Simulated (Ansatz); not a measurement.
Consider the cleavage of the B–Ge bond: `[BH2][GeH2][O][SiH2]F` + `C[SiH2][SiH2]S` → `BS[SiH2][SiH2]C` + `F[SiH2][O][GeH3]`.

Isolated molecules relaxed with PBE0-D4/def2-TZVP in Ansatz; ΔE leaves out vibrations. CCSD(T)/CBS is the MP2 limit (def2-TZVPP, def2-QZVPP) plus CCSD(T) − MP2 in def2-TZVPP, frozen cores. DFT in def2-TZVPP. B3LYP here is the variant with VWN-RPA as its local correlation; programs differ in this. For Ge outer-core shells are correlated without core-valence functions, which leaves a few kJ/mol of doubt a bond. Scalar relativity is left out up to krypton. Each species was taken in one conformer, which may not be the lowest.

| level | ΔE (kJ/mol) | difference from CCSD(T)/CBS |
| --- | --- | --- |
| PBE-D4 | -113.6 | -6.0 |
| r2SCAN-D4 | -113.1 | -5.5 |
| PBE0-D4 | -111.2 | -3.6 |
| B3LYP-D4 | -110.5 | -2.9 |
| ωB97X-V | -107.6 | 0.0 |
| ωB97M-V | -110.8 | -3.2 |
| B2PLYP | -110.3 | -2.7 |
| PBE | -110.8 | -3.2 |
| r2SCAN | -112.4 | -4.8 |
| PBE0 | -108.8 | -1.2 |
| B3LYP | -106.0 | 1.6 |
| HF/def2-TZVPP | -98.3 | 9.3 |
| MP2/def2-TZVPP | -116.5 | -8.9 |
| SCS-MP2/def2-TZVPP | -111.4 | -3.8 |
| CCSD/def2-TZVPP | -104.7 | 2.9 |
| CCSD(T)/def2-TZVPP | -109.2 | -1.6 |
| HF/def2-QZVPP | -98.8 | 8.8 |
| MP2/def2-QZVPP | -115.7 | -8.1 |
| SCS-MP2/def2-QZVPP | -111.1 | -3.5 |
| HF/CBS(def2) | -98.9 | 8.7 |
| MP2/CBS(def2) | -114.8 | -7.2 |
| CCSD/CBS(def2) | -103.1 | 4.5 |
| CCSD(T)/CBS | -107.6 | 0 |

Largest T1 diagnostic among the species: 0.014.

In def2-TZVPP, CCSD(T) changes the Hartree–Fock value by −11.0 kJ/mol (the triples alone add −4.5 kJ/mol) and MP2 by −18.2 kJ/mol. The D4 term adds −4.5 kJ/mol with B3LYP and −2.4 kJ/mol with PBE0; it sums over pairs of atoms, weighted by their polarisabilities, and B3LYP, whose exchange is more repulsive, gets the larger term.
